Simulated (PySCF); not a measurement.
## Electric field gradients and quadrupole coupling constants

Compound: C₃H₁₁ClSi₃.
Z-matrix (Å and degrees, GFN2-xTB geometry), rows numbered from 1:
```
Si
C   1  1.8988
C   2  1.5241  1  113.86
C   3  1.5529  2  112.97  1  -173.42
Si  4  1.9232  3  100.48  2  -143.92
Cl  5  2.0358  4  113.44  3   134.59
Si  3  1.9358  2  118.14  1    69.68
H   1  1.4654  2  109.26  3    58.77
H   1  1.4655  2  109.75  3   -60.94
H   1  1.4649  2  109.28  3   178.38
H   2  1.0932  1  109.82  3   122.66
H   2  1.0952  1  108.77  3  -121.61
H   3  1.0957  2  108.04  1   -54.07
H   4  1.0896  3  112.29  2    90.73
H   4  1.0921  3  109.62  2   -27.25
H   5  1.4665  4  113.11  3  -106.69
H   7  1.4665  3  113.59  2  -102.44
H   7  1.4681  3  112.79  2    19.88
```

Field gradients from the PBE0/pcSseg-1 density (PySCF, non-relativistic), principal values in atomic units, ordered |Vxx| ≤ |Vyy| ≤ |Vzz|:

```csv
atom,Vxx,Vyy,Vzz
Cl6,-0.9829,-1.1523,2.1352
```

Q: Find the asymmetry η = (Vxx − Vyy)/Vzz and the couplings χ = eQV/h (234.96 MHz × Q in barn × V in au), with Q(35Cl) = −0.0817 b.

A: 
```csv
atom,environment,nucleus,η,χzz (MHz),χxx (MHz),χyy (MHz)
Cl6,silicon-bound chlorine,35Cl,0.08,-40.99,18.87,22.12
```

The tensor is traceless: Vxx + Vyy + Vzz = 0.

Q: What is Vzz at Cl6 in SI units (1 au = 9.71736 × 10²¹ V/m²)?

A: 2.1352 au = 20.749 × 10²¹ V/m².

Q: And the gradient at the other heavy atoms, for which no coupling is worked out here?

A: 
```
atom                  environment  Vzz (au)     η
 Si1                 SiH3 silicon     0.036  0.42
  C2  sp3 carbon bound to silicon     0.082  0.92
  C3  sp3 carbon bound to silicon     0.090  0.98
  C4  sp3 carbon bound to silicon     0.092  0.27
 Si5       chlorine-bound silicon     0.658  0.64
 Si7                 SiH2 silicon     0.316  0.32
```

Were the hydrogens deuterons (Q(2H) = 0.00286 b), χzz would run from 107 kHz (H16) to 214 kHz (H14).

Geometry: GFN2-xTB, one conformer, isolated molecule. GFN2-xTB bond lengths can be off by several hundredths of an ångström, more for odd bonds, and the gradients follow them. The small basis limits the accuracy of the gradients.
